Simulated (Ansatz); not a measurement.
HfSi₂, relaxed as a singlet with RKS PBE-D4/def2-TZVP in Ansatz, starting from the GFN2-xTB geometry. Force threshold 0.02 eV/Å.

In the def2 sets Hf takes a core potential; there is no spin–orbit coupling. The restricted singlet is unstable: a solution with broken spin symmetry lies lower. At PBE-D4/def2-TZVP a triplet of charge 0 lies 0.23 eV below the restricted singlet, each at its own geometry. The structure comes from a short search, and lower isomers may exist.

Start:

Cartesian coordinates in Å:
```
Hf 0.663 0.086 -1.410
Si -1.349 -0.198 0.217
Si 0.686 0.112 1.193
```

```csv
step,energy (eV),largest force component (eV/Å),SCF passes
1,-17050.6250,2.118,48
2,-17050.7295,2.416,35
3,-17050.8860,0.328,28
4,-17050.8955,0.041,23
5,-17050.8956,0.001,23
```

Force components are those of the run's own axes.

End:

```xyz
3

Hf    0.611    0.079   -1.299
Si   -1.377   -0.203    0.136
Si    0.766    0.123    1.163
```

By distances, no bond broke or formed. The bond that changes most is Hf1–Si3, from 2.60 to 2.47 Å (atoms count from 1).

No frequencies were taken in this run, so the end may be a saddle point.

Hardware: 4 threads of Arm Neoverse V2 on a shared host. Wall time 3.5 s.
